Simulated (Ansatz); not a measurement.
Input for Ansatz (a first-principles code): R-CCSD(T)/aug-cc-pV(T+d)Z on HF (SMILES F) with ghost functions, monomers drawn apart or pushed together. Files ending in .json are basis or fitting sets from the Basis Set Exchange.

Ansatz 0.2 input:
```yaml
crystal:
  periodic: [false, false, false]
  atoms:
    - {symbol: F, position_ang: [-0.01249353, -0.08389304, -0.13913820]}
    - {symbol: H, position_ang: [0.15444039, 0.13382320, 0.75090877]}
basis:
  gaussian:
    orbitals: aug-cc-pV_T+d_Z.json
    ghost_atoms:
      - {symbol: Cl, position_ang: [-0.03168890, 0.54000131, 3.34570387]}
      - {symbol: H, position_ang: [-1.24635309, 0.12259076, 3.32687864]}
magnetization: {spin_polarized: false}
correlation: {method: ccsd_t, electrons: outside_noble_gas}
scf: {lower_state_search: off}
```

Output:

```
WARN ansatz: RAYON_NUM_THREADS=1 ignored (pool sized by the plan → 1); use --threads N
Functional definition: HF
these checks for a lower state are left out or cut short: stability, starts, cluster_reference, orbital_swaps, neighbouring_geometries, increment
integrals: 0.33 GiB planned
860 factors; integrals over basis functions are off by at most 1.2e-3 eV
mean field: 0.22 GiB planned
mean field evaluation 1: about -2721.8031 eV, gradient 2.5e1 eV
mean field evaluation 2: about -2721.8031 eV, gradient 2.5e1 eV
mean field evaluation 4: about -2722.7735 eV, gradient 1.2e0 eV
mean field evaluation 8: about -2722.7783 eV, gradient 5.6e-5 eV
mean field -2722.77832279 eV, -100.0602577970 hartree, gradient 2.1e-6 eV, S^2 0.000000; 0 other end points of the search recorded, 0 dependent functions left out
1 core orbitals not correlated
reference -2722.77832279 eV, -100.0602577970 hartree; 4, 4 occupied and 142, 142 virtual orbitals, 860 factors
second order -7.63867902 eV of doubles, -0.00000000 eV of singles
coupled cluster: 1.02 GiB planned
cycle   1  -7.51524350 eV  change    1.2e-1 eV  update   4.7e-2
cycle   2  -7.64150537 eV  change   -1.3e-1 eV  update   1.3e-2
cycle   3  -7.67305467 eV  change   -3.2e-2 eV  update   5.7e-3
cycle   4  -7.66791405 eV  change    5.1e-3 eV  update   9.5e-4
cycle   5  -7.66756808 eV  change    3.5e-4 eV  update   3.1e-4
cycle   6  -7.66768639 eV  change   -1.2e-4 eV  update   8.2e-5
cycle   7  -7.66766446 eV  change    2.2e-5 eV  update   2.6e-5
cycle   8  -7.66765258 eV  change    1.2e-5 eV  update   7.4e-6
cycle   9  -7.66765094 eV  change    1.6e-6 eV  update   2.2e-6
perturbative correction -0.20721248 eV, -0.0076149182 hartree
Total energy: -2730.65318621 eV, -100.3496536901 hartree
Checks for a lower state left out: stability, starts, cluster_reference, orbital_swaps, neighbouring_geometries, increment
```

The calculation finished and met its thresholds.

Cost: around 6 core-seconds (rough).
